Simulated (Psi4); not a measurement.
C₅H₄N (SMILES [c]1cccnc1), doublet, at a GFN2-xTB geometry. Base run: BLYP/6-31G in Psi4 1.11.

Geometry (Å):
```xyz
10

N     -0.0158    -0.0541     1.3456
C      0.0162    -0.0575    -1.3961
C     -0.0056     1.0804     0.6787
C     -0.0107    -1.2145     0.7028
C      0.0052    -1.2151    -0.6666
C      0.0106     1.1531    -0.7049
H      0.0287    -0.0701    -2.4769
H     -0.0109     1.9762     1.2864
H     -0.0197    -2.1066     1.3104
H      0.0187     2.1013    -1.2224
```
Charge 0, spin multiplicity 2.
Orbitals are unrestricted.
All else is at Psi4's defaults (density fitting, Cartesian functions).
Base energy -247.43202 Eh.

Variants of this job, named by their change:

```csv
change,ΔE vs base (mEh),SCF cycles,grid points,basis functions
base,0.000,13,210488,62
diis_max_vecs = 3,0.000,52,210488,62
dft_radial_points = 150,0.000,13,417918,62
dft_radial_scheme = multiexp,0.001,13,223907,62
guess = sadno,0.000,14,210488,62
e_convergence = 1e-4,0.000,13,210488,62
dft_nuclear_scheme = stratmann,0.006,13,195023,62
dft_spherical_points = 974,-0.001,13,677520,62
scf_type = mem_df,0.000,13,210488,62
guess = sap,0.000,14,210488,62
dft_nuclear_scheme = becke,0.001,13,209552,62
dft_pruning_scheme = treutler,-0.001,13,114164,62
puream = true,-0.064,13,210488,62
```

Open shells are given as the SCF converged; they aren't shown to be the lowest states, and a large step between rows can be another state.
